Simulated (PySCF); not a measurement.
C₃H₈O₂Si. Atoms are numbered in the order given.

```xyz
14

O      2.6650    -0.0358     0.5299
C      1.7645     0.0788    -0.5731
Si     0.0238     0.4401     0.0896
C     -1.0663    -0.9477     0.7995
O     -2.1837    -0.4638     0.0157
C     -1.5649     0.3967    -0.9672
H      2.7204     0.8334     0.9497
H      2.1037     0.8259    -1.3218
H      1.7761    -0.8941    -1.0931
H      0.1518     1.6394     0.9806
H     -0.7752    -1.9765     0.5031
H     -1.3245    -0.9638     1.8717
H     -2.1626     1.3129    -1.1127
H     -1.4727    -0.1084    -1.9511
```
Charge 0, spin multiplicity 1.

The structure is a stationary point at r2SCAN-D4/def2-SVP. This is a generated structure with no PubChem entry under its InChIKey; it may be hypothetical. Other conformers were not sampled.

Calculation: PBE/def2-TZVP (PySCF).

Task: Estimate the frontier levels, gap, dipole moment and polarisability. (The exact figures need the calculation; the answer reports its results.)

Result: 
| Quantity | Value |
|---|---|
| highest occupied level | -5.56 eV |
| lowest empty level | -0.75 eV |
| orbital gap | 4.81 eV |
| dipole moment | 1.96 D |
| quadrupole, principal values (traceless, Buckingham form, about the centre of nuclear charge) | -10.80, 4.89, 5.91 D·Å |
| mean static polarisability | 71.7 bohr³ (10.62 Å³) |
| polarisability, principal values | 64.2, 68.7, 82.0 bohr³ |
